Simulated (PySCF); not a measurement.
Compound: 4-chloroindole, C8H6ClN.
Bonds: Cl1–C2, C2–C3 (aromatic), C3–C4 (aromatic), C4–C5 (aromatic), C5–C6 (aromatic), C6–N7 (aromatic), N7–C8 (aromatic), C8–C9 (aromatic), C9–C10 (aromatic), C2–C10 (aromatic), C6–C10 (aromatic). Hydrogens: H11 on C3; H12 on C4; H13 on C5; H14 on N7; H15 on C8; H16 on C9.

Level of theory: PBE0-D3(BJ)/def2-SVP geometry optimisation, gas phase (PySCF 2.14.0).

Problem. List the bond lengths and angles at this level.

Solution. 
| bond | length (Å) | order |
| --- | --- | --- |
| Cl1–C2 | 1.733 | single |
| C2–C3 | 1.386 | aromatic |
| C3–C4 | 1.407 | aromatic |
| C4–C5 | 1.387 | aromatic |
| C5–C6 | 1.399 | aromatic |
| C6–N7 | 1.371 | aromatic |
| N7–C8 | 1.374 | aromatic |
| C8–C9 | 1.371 | aromatic |
| C9–C10 | 1.430 | aromatic |
| C2–C10 | 1.404 | aromatic |
| C6–C10 | 1.421 | aromatic |
| C3–H11 | 1.091 | single |
| C4–H12 | 1.092 | single |
| C5–H13 | 1.092 | single |
| N7–H14 | 1.009 | single |
| C8–H15 | 1.088 | single |
| C9–H16 | 1.087 | single |

Orders are formal, as drawn. A selection of angles:
| angle | degrees |
| --- | --- |
| Cl1–C2–C3 | 120.4 |
| Cl1–C2–C10 | 119.3 |
| C3–C2–C10 | 120.3 |
| C2–C3–C4 | 120.2 |
| C3–C4–C5 | 121.6 |
| C4–C5–C6 | 117.4 |
| C5–C6–N7 | 130.7 |
| C5–C6–C10 | 122.5 |
| N7–C6–C10 | 106.8 |
| C6–N7–C8 | 109.7 |
| N7–C8–C9 | 109.7 |
| C8–C9–C10 | 106.5 |
| C2–C10–C9 | 134.7 |
| C2–C10–C6 | 118.0 |
| C6–C10–C9 | 107.3 |
| H14–N7–C6 | 125.1 |
| H14–N7–C8 | 125.3 |

The 5-membered ring C6–N7–C8–C9–C10 has internal angles of 106.5° to 109.7°; it is planar, 0.00 Å rms from its mean plane, widest ring torsion 0°. N7 (pyrrole-type nitrogen) is planar (angles 125.3°, 125.1° and 109.7°, sum 360.0°, 0.00 Å off the plane of its three neighbours). The 10 heavy atoms lie in one plane (0.000 Å rms). The C–C distances run from 1.371 Å (C8–C9, aromatic) to 1.430 Å (C9–C10, aromatic), a spread of 0.059 Å. The 6-membered ring C2–C3–C4–C5–C6–C10 has internal angles of 117.4° to 122.5°; it is planar, 0.00 Å rms from its mean plane, widest ring torsion 0°.

Point group: Cs (tolerance 0.08 Å). No frequency check.

Cost: about 4 min of CPU time on one thread; the machine was shared, so the figure is rough. These figures are those of the optimisation.
